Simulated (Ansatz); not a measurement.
Calibrating B2PLYP/def2-TZVPP on S-containing molecules

The vertical ionisation energy (cation less neutral) in eV of 7 S-containing molecules: x at B2PLYP/def2-TZVPP, y at CCSD(T)/def2-TZVPP. Shapes, held fixed at every level: PBE0-D4/def2-TZVP. Flexible molecules stand in one conformer, not always the lowest. Programs: Ansatz 0.2.0.

| molecule | x (eV) | y (eV) |
| --- | --- | --- |
| S8 (cyclooctasulfur) | 9.24 | 9.33 |
| CH4S (methanethiol) | 9.33 | 9.37 |
| InH3(SH2) | 9.85 | 9.98 |
| H2S (hydrogen sulfide) | 10.32 | 10.30 |
| BH3(SH2) | 10.92 | 11.09 |
| HBS (hydrogen boron sulfide) | 11.13 | ? |
| SOF2 (thionyl fluoride) | 12.54 | 12.47 |

Question: Fit y = c + s·x to the known rows and predict y for HBS.

Answer: 
1. Means of the 6 rows: x = 10.3667, y = 10.423.
2. Σ(Δx)² = 7.6427, Σ(Δx·Δy) = 7.3756, so the slope is 7.3756/7.6427 = 0.96505.
3. Intercept: 10.423 − (0.96505) × 10.3667 = 0.419. The largest residual of the fit is 0.13.
4. HBS: 0.419 + 0.96505 × 11.13 = 11.16 eV.

CCSD(T)/def2-TZVPP gives 11.14 eV, so the prediction is off by +0.02 eV, within the largest residual. Uncorrected, B2PLYP/def2-TZVPP misses HBS by -0.01 eV, and the other rows by 0.09 on average. The line makes this one worse. Left out in turn, the other rows are missed by 0.11 eV on average, worse than no correction. Cations run unrestricted. For atoms past krypton def2 sets carry core potentials with scalar relativity. Outer-core shells of In are correlated, in sets that cover them unevenly.
